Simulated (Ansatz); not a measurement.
Start from `O=C[SiH](O)Cl` and change one atom or group to get `CO[SiH](O)Cl`.

Ansatz, PBE0-D4/def2-TZVP geometries, multiplicity 1. Each molecule was computed in one conformer, which needn't be the lowest.

| property | `O=C[SiH](O)Cl` |
| --- | --- |
| HOMO energy (ωB97M-V/def2-TZVPP) / eV | -9.84 |
| HOMO energy (PBE/def2-TZVPP) / eV | -6.07 |
| LUMO energy (PBE/def2-TZVPP) / eV | -3.25 |
| size of the dipole moment (ωB97M-V/def2-TZVPP) / D | 1.35 |
| HOMO–LUMO gap (ωB97M-V/def2-TZVPP) / eV | 10.04 |
| LUMO energy (B3LYP/def2-TZVPP) / eV | -2.36 |

Q: What does the change do to each property? (An estimate is asked.)

A: Computed: 
| property | `CO[SiH](O)Cl` | shift |
| --- | --- | --- |
| HOMO energy (ωB97M-V/def2-TZVPP) / eV | -11.08 | -1.24 |
| HOMO energy (PBE/def2-TZVPP) / eV | -7.11 | -1.04 |
| LUMO energy (PBE/def2-TZVPP) / eV | -0.19 | 3.06 |
| size of the dipole moment (ωB97M-V/def2-TZVPP) / D | 1.59 | 0.24 |
| HOMO–LUMO gap (ωB97M-V/def2-TZVPP) / eV | 13.36 | 3.32 |
| LUMO energy (B3LYP/def2-TZVPP) / eV | 0.39 | 2.75 |

With PBE0 the HOMO falls by 1.15 eV and the LUMO rises by 2.84 eV, so the gap widens by about 3.99 eV. PBE moves the HOMO by -1.04 eV and ωB97M-V by -1.24 eV. Dipoles are sizes alone; their direction can turn.

B3LYP here is the variant with VWN-RPA as its local correlation; programs differ in this.
